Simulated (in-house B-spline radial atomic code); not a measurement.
Configurations of Sc+, with energies counted from [Ar] 3d1 4s1. Computed with a B-spline radial code for spherical atoms: non-relativistic TPSSh, spin-polarised, spherical fractional occupations, point nucleus. Shells without spins written out take the highest spin.

Caution: exact exchange at fractional occupations of open shells leaves self-interaction of up to several eV.

Occupations are held fixed; configurations that lie above the ionisation limit could autoionise.

```
                         configuration  E - E(ref) (eV)  highest orbital  its <r> (bohr)
[Ar] 4s(1 up, 0 down) 4p(1 up, 0 down)           4.7955            4p up           3.691
                          [Ar] 3d1 4d1           7.4684            4d up           6.341
[Ar] 3d(0 up, 1 down) 5p(1 up, 0 down)           8.0644            5p up           8.484
                          [Ar] 3d1 5d1           9.5754            5d up           11.73
                  [Ne] 3s2 3p5 3d2 4s1           30.014            4s up            3.26
              [Ne] 3s2 3p5 3d1 4s1 5s1           41.656            5s up           6.688
```

**Question.** Order these further configurations by energy, lowest first.
A. [Ar] 4s1 5d1
B. [Ar] 3d(1 up, 0 down) 4s(0 up, 1 down)
C. [Ar] 4s(0 up, 1 down) 4f(0 up, 1 down)
D. [Ar] 3d(0 up, 1 down) 4p(0 up, 1 down)
E. [Ne] 3s2 3p5 3d1 4s1 4p1

**Answer.** B (0.3219 eV), D (3.6101 eV), C (12.274 eV), A (12.324 eV), E (36.836 eV).

**Question.** How far above the reference does [Ar] 3d2 lie?

**Answer.** 0.61109 eV; its least bound orbital is 3d up with <r> = 1.949 bohr.
